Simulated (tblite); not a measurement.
Q: Give a GFN2-xTB geometry of InChI=1S/C3H8F2Si/c1-2-3(4)6-5/h3H,2,6H2,1H3/t3-/m0/s1.

A: 
```xyz
14
C3H8F2Si angstrom
C     -2.0564   -0.1418    0.0328
C     -0.6829   -0.0837   -0.6267
C      0.4456   -0.0402    0.3997
F      0.4486   -1.2374    1.1184
Si     2.1876    0.2046   -0.3651
F      2.1146    1.6329   -1.1107
H     -2.8360   -0.2134   -0.7215
H     -2.1228   -1.0106    0.6837
H     -2.2331    0.7509    0.6295
H     -0.5456   -0.9624   -1.2603
H     -0.6039    0.8058   -1.2545
H      0.2243    0.7309    1.1502
H      3.2061    0.3341    0.6614
H      2.4532   -0.7702   -1.4088
```

Any rigid rotation of these coordinates is as good. Atoms count from 1 in this order. Of the pairs four or more bonds apart, F4···H8 is among the closest relative to their van der Waals radii: 2.62 Å, 98 % of the sum of Bondi's values. Si5 (fluorine-bound silicon) is distorted tetrahedral (angles from 104.8° to 116.1°).

Bonds between heavy atoms (Å): C1–C2 1.525, C2–C3 1.526, C3–F4 1.396, C3–Si5 1.918, Si5–F6 1.613.

Structure optimised with GFN2-xTB, isolated species.

Point group: C1 (no symmetry element, even within 0.4 Å). Its GFN2-xTB frequencies are all real (lowest 42 cm⁻¹). The numbers are those of one conformer (C1–C2–C3–F4 65°, C2–C3–Si5–F6 61°). 3 starts were optimised and ended at 0.00, 0.00 and 0.74 kcal/mol (GFN2-xTB); the lowest of these is shown.

Hardware: one thread of an Arm Neoverse V1 (shared host). Cost: 0.29 s of wall time. This is the geometry optimisation.

The numbers are calculated, not measured.
